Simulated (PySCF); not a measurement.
Simulated C 1s region for `[O]([GeH2][C]1(C)CC1)[SiH3]`, binding energy against the vacuum level.

Every computed line was given a Gaussian of 0.4 eV full width at half maximum and an area set by the number of equivalent atoms; the highest printed point is 100. Computed, not measured: delta-SCF UKS SCAN, pcX-2 on the ionised atom, pcseg-1 elsewhere, spin-free X2C in PySCF 2.14.0.

```
binding energy (eV)  intensity
              289.9          0
              290.0          2
              290.1          7
              290.2         18
              290.3         37
              290.4         61
              290.5         86
              290.6        100
              290.7         93
              290.8         66
              290.9         35
              291.0         14
              291.1          4
              291.2          1
              291.3          0
```

How many maxima does the curve show, and how many computed lines lie under it?

The curve has 1 maximum (at 290.6 eV). Under it lie 3 lines from 3 inequivalent carbon sites. At this width some lines have no maximum of their own.

Decompose the envelope and assign each component. Numbering: `[CH3:1][C:2]1([GeH2:3][O:4][SiH3:5])[CH2:6][CH2:7]1`.

```json
{"position (eV)": "290.40", "relative area": "1", "line": "C 1s", "atoms": "C2", "environment": "sp3 carbon bound to germanium"}
{"position (eV)": "290.62", "relative area": "2", "line": "C 1s", "atoms": "C6/C7", "environment": "three-membered-ring carbon"}
{"position (eV)": "290.73", "relative area": "1", "line": "C 1s", "atoms": "C1", "environment": "methyl carbon"}
```

What are the centre and the root-mean-square width of the whole band?

The area-weighted mean of the lines is 290.59 eV. Their own spread about it is 0.12 eV (rms) and each Gaussian has σ = 0.4/2.355 = 0.17 eV; the variances add, which gives 0.21 eV.

The listed C 1s values span 0.33 eV, from C2 (bonded to 3 C and Ge) to C1 (bonded to C and 3 H). Summing the Pauling electronegativity differences to the bonded atoms, each weighted by its formal bond order, gives -0.54 for the lowest site and -1.05 for the highest; the largest sum, -0.54, belongs to C2, 0.33 eV below the top. The smallest sum, -1.05, belongs to C1, 0.33 eV above the lowest.

No satellites, vibrations or lifetime broadening are included. Topologically equivalent atoms share the value of their first member; where this conformer doesn't relate them by symmetry, their own values could differ. Geometry: PBE0-D3(BJ)/def2-SVP, one conformer, isolated molecule.

The values belong to the conformer `[CH3:1][C:2]1([GeH2:3][O:4][SiH3:5])[CH2:6][CH2:7]1`: C1–C2–Ge3–O4 67°, C2–Ge3–O4–Si5 40°.
